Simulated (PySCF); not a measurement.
C2H5ClFNSi, SMILES C/N=C/[Si@H](F)Cl.

The structure is a stationary point at PBE0-D3(BJ)/def2-SVP. The structure was generated by enumeration; whether it is a known compound was not checked. Other conformers were not sampled.

Two levels are set side by side: TDA-PBE/def2-SVPD (PySCF) and TDA-B3LYP/def2-SVPD (PySCF). Vertical, same geometry. The lowest singlet is HOMO→LUMO 99 % with PBE and HOMO→LUMO 99 % with the other functional; states are paired by order. Differences are taken from unrounded values.

```
quantity                               TDA-PBE
-------------------------------------  -------
lowest singlet excitation (eV)            4.13
lowest triplet excitation (TDA) (eV)      3.28
first bright state (f over 0.05) (eV)     6.30
its oscillator strength                   0.06
```

These are the TDA-PBE values. What does TDA-B3LYP give? (The exact figures need the calculation; the answer reports its results.)


```json
[
 {"quantity": "lowest singlet excitation (eV)", "TDA-B3LYP": "4.34", "TDA-PBE minus TDA-B3LYP": "-0.21"},
 {"quantity": "lowest triplet excitation (TDA) (eV)", "TDA-B3LYP": "3.47", "TDA-PBE minus TDA-B3LYP": "-0.19"},
 {"quantity": "first bright state (f over 0.05) (eV)", "TDA-B3LYP": "6.77", "TDA-PBE minus TDA-B3LYP": "-0.47"},
 {"quantity": "its oscillator strength", "TDA-B3LYP": "0.07", "TDA-PBE minus TDA-B3LYP": "-0.02"}
]
```

Functionals without exact exchange tend to place singlet excitations lower, as here. Differences between two approximate levels are no errors against the true value.

Rough cost on one machine, each run with all the roots and properties that it gave: TDA-B3LYP against TDA-PBE within a factor of 2.
